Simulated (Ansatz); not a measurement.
`CC[SiH2]PO` + `[InH3]` → `O[PH][InH2]` + `CC[SiH3]`  (formal exchange of groups at a P–Si bond)

Program: Ansatz. Geometries: PBE0-D4/def2-TZVP. ΔE: electronic, gas phase. CCSD(T)/CBS adds triple-zeta CCSD(T) − MP2 to the extrapolated MP2 energy (def2 sets, frozen cores). Functionals use def2-TZVPP. Elements past krypton have def2 core potentials. For In outer-core shells are correlated without core-valence functions, which leaves a few kJ/mol of doubt a bond. One conformer a species, not always the lowest.

`CC[SiH2]PO`:

```xyz
14

C    -0.633   -0.920    1.334
C    -1.202    0.037    0.293
Si    0.000    1.359   -0.281
P     1.899    0.495   -1.156
O     1.218   -0.810   -1.949
H    -1.386   -1.639    1.666
H     0.208   -1.487    0.930
H    -0.276   -0.386    2.219
H    -1.527   -0.515   -0.595
H    -2.092    0.549    0.678
H    -0.639    2.224   -1.312
H     0.449    2.224    0.849
H     2.260   -0.140    0.070
H     1.721   -0.992   -2.746
```

`[InH3]`:

```xyz
4

In    0.000    0.000    0.000
H     0.811   -0.798   -1.295
H    -1.685   -0.263    0.255
H     0.874    1.061    1.040
```

`O[PH][InH2]`:

Z-matrix (Å, degrees):
```
P
In 1 2.503
O 1 1.670 2 100.9
H 1 1.430 2 92.3 3 -100.8
H 2 1.728 1 117.4 3 162.2
H 2 1.723 1 120.5 3 -21.9
H 3 0.960 1 109.0 2 153.3
```

`CC[SiH3]`:

Z-matrix (Å, degrees):
```
C
C 1 1.526
H 1 1.093 2 111.4
H 1 1.093 2 111.6 3 120.1
H 1 1.093 2 111.4 3 -119.8
Si 2 1.876 1 113.4 3 59.9
H 2 1.095 1 110.5 3 -178.6
H 2 1.095 1 110.5 3 -61.7
H 6 1.489 2 110.4 1 -59.6
H 6 1.489 2 110.4 1 59.7
H 6 1.489 2 111.1 1 -180.0
```

```csv
species,r2SCAN energy (Eh)
`CC[SiH2]PO`,-787.65739
`[InH3]`,-191.95805
`O[PH][InH2]`,-609.15420
`CC[SiH3]`,-370.47125
```

Question: Work out ΔE.

Answer: ΔE = (-609.15420) + (-370.47125) − (-787.65739) − (-191.95805) = -0.01001 Eh = -26.3 kJ/mol. CCSD(T)/CBS gives -27.0 kJ/mol.

Largest T1 diagnostic among the species: 0.015.

The D4 term adds +8.1 kJ/mol with B3LYP and +4.8 kJ/mol with PBE0; it sums over pairs of atoms, weighted by their polarisabilities, and B3LYP, whose exchange is more repulsive, gets the larger term.

B3LYP here is the variant with VWN-RPA as its local correlation; programs differ in this.
